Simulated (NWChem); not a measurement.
Molecule: silicon dioxide molecule (SiO2); SMILES O=[Si]=O

All runs: NWChem. Coordinates come from a PBE0/def2-SVP optimisation.

Diagonal of the polarisability tensor at CAM-B3LYP/def2-SVPD, static: 24.48, 24.48, 38.66 bohr³.

Find the mean polarisability volume, the molar refraction, and the refractive index that an ideal gas of it would have at 273.15 K and 1 atm.


1. Mean: one third of the trace = 29.20 bohr³ × 0.14818 Å³/bohr³ = 4.33 Å³.
2. Molar refraction (Lorentz-Lorenz): (4π/3) N_A α = 10.9 cm³/mol.
3. Number density p/kT = 2.687 × 10⁻⁵ Å⁻³; n − 1 = 2π N α = 7.31 × 10⁻⁴.
4. These hold the electronic response alone: vibrational and orientational terms add to the static dielectric constant.
